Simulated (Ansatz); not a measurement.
Consider the redistribution: `N[SiH](O)[Si](N)(Cl)Cl` + `N[Si@@H](F)S[Si@@H](N)F` → `N[SiH](F)[Si](N)(Cl)Cl` + `N[Si@H](F)S[Si@@H](N)O`.

Program: Ansatz. Geometries: PBE0-D4/def2-TZVP. ΔE: electronic, gas phase. CCSD(T)/CBS adds triple-zeta CCSD(T) − MP2 to the extrapolated MP2 energy (def2 sets, frozen cores). DFT in def2-TZVPP. Each species was taken in one conformer, which may not be the lowest.

| species | PBE-D4 energy (Eh) |
| --- | --- |
| `N[SiH](O)[Si](N)(Cl)Cl` | -1687.21929 |
| `N[Si@@H](F)S[Si@@H](N)F` | -1289.64238 |
| `N[SiH](F)[Si](N)(Cl)Cl` | -1711.24891 |
| `N[Si@H](F)S[Si@@H](N)O` | -1265.61800 |

(1) Work out ΔE.

Largest T1 diagnostic among the species: 0.012.

Answers

(1) ΔE = (-1711.24891) + (-1265.61800) − (-1687.21929) − (-1289.64238) = -0.00524 Eh = -13.8 kJ/mol. CCSD(T)/CBS gives -8.6 kJ/mol.

The D4 term adds −3.0 kJ/mol with B3LYP and −1.6 kJ/mol with PBE0; it sums over pairs of atoms, weighted by their polarisabilities, and B3LYP, whose exchange is more repulsive, gets the larger term. In def2-TZVPP, CCSD(T) changes the Hartree–Fock value by −10.1 kJ/mol (the triples alone add −2.1 kJ/mol) and MP2 by −10.3 kJ/mol.

B3LYP here is the variant with VWN-RPA as its local correlation; programs differ in this.
